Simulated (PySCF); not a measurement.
Species: methylacetylacetone, C6H10O2.
Bonds: C1–C2, C2–O3 (double), C2–C4, C4–C5, C4–C6, C6–C7, C6–O8 (double). Hydrogens: H9, H10, H11 on C1; H12 on C4; H13, H14, H15 on C5; H16, H17, H18 on C7.

Torsions of this conformer, `[CH3:1][C:2](=[O:3])[CH:4]([CH3:5])[C:6]([CH3:7])=[O:8]`: C1–C2–C4–C5 -34°, C2–C4–C6–C7 85°.

The closed-shell ground state was solved at several levels (PySCF, density fitting, gas phase, non-relativistic). One conformer (not necessarily the lowest) at the PBE0-D3(BJ)/def2-SVP geometry, without solvent, vibrations or thermal averaging.

```
              level  basis functions  total energy (Eh)  HOMO (eV)  LUMO (eV)  gap (eV)  dipole (D)
CAM-B3LYP/def2-SVPD              246          -384.6642      -8.84      -0.24      8.60        1.68
  mPW1PW91/pcSseg-1              186          -384.9745      -7.34      -1.34      6.00        1.60
      PBE0/pcSseg-1              186          -384.6243      -7.30      -1.32      5.98        1.59
```

**Question.** Estimate the row for B3LYP/pcJ-1, a basis of 316 functions; the other rows only guide the guess.

**Answer.** Total energy -385.1312 Eh, HOMO -7.06 eV, LUMO -1.56 eV, gap 5.50 eV, dipole 1.58 D.

**Question.** Over all these levels, which gives the widest orbital gap and which the narrowest?

**Answer.** CAM-B3LYP/def2-SVPD (range-separated hybrid) has the widest, 8.60 eV, and B3LYP/pcJ-1 (global hybrid, 20 % exact exchange) the narrowest, 5.50 eV. Functional and basis both differ between the two, so the spread mixes both effects.

**Question.** How far do the dipole and the HOMO energy spread over the levels?

**Answer.** The dipole runs from 1.58 to 1.68 D (mean 1.61 D) and the HOMO from -8.84 to -7.06 eV.
